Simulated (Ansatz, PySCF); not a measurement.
Energy difference R1 + R2 → P1, each structure at its B3LYP-D3(BJ)/def2-TZVP stationary point, reached from a drawn start (curvature not checked).
R1, C2H4 (SMILES C=C) (charge 0, multiplicity 1):
```xyz
6

C      0.000     0.000     0.662
C      0.000     0.000    -0.662
H      0.000     0.922     1.232
H      0.000    -0.922     1.232
H      0.000     0.922    -1.232
H      0.000    -0.922    -1.232
```
R2, SiH2 (SMILES [SiH2]) (charge 0, multiplicity 1):
```xyz
3

Si     0.000    -0.709     0.000
H      1.091     0.354     0.000
H     -1.091     0.354     0.000
```
P1, C2H6Si (SMILES C1C[SiH2]1) (charge 0, multiplicity 1):
```xyz
9

C     -0.6264     0.7074     0.2001
C     -0.5161    -0.7508    -0.3207
Si     1.0993     0.0417     0.1161
H     -1.1013     0.8354     1.1660
H     -0.9464     1.4499    -0.5218
H     -0.7683    -0.9062    -1.3633
H     -0.9231    -1.5207     0.3245
H      1.7846    -0.3506     1.3595
H      1.9975     0.4940    -0.9603
```

P less R. No zero-point or thermal terms.

Frozen-core correlation throughout.

Programs: Ansatz (Gaussian basis) for Hartree–Fock, density functionals and correlated methods; PySCF for the D3/D4 terms. Each number belongs to the level named beside it.

```csv
level,reaction energy (kcal/mol)
SVWN5/def2-TZVPP,-64.19
BLYP/def2-TZVPP,-38.85
r2SCAN/def2-TZVPP,-55.79
B97M-V/def2-TZVPP,-49.71
PBE0/def2-TZVPP,-53.79
BHLYP-D3(BJ)/def2-TZVPP,-47.40
wB97M-V/def2-TZVPP,[?]
CCSD/cc-pV(T+d)Z,[?]
CCSD(T)/cc-pV(Q+d)Z,[?]
```

Q: What belongs in the gaps?

A: 
- wB97M-V/def2-TZVPP, reaction energy (kcal/mol): -48.77
- CCSD/cc-pV(T+d)Z, reaction energy (kcal/mol): -44.29
- CCSD(T)/cc-pV(Q+d)Z, reaction energy (kcal/mol): -47.69

Ansatz is a program for electronic structure.
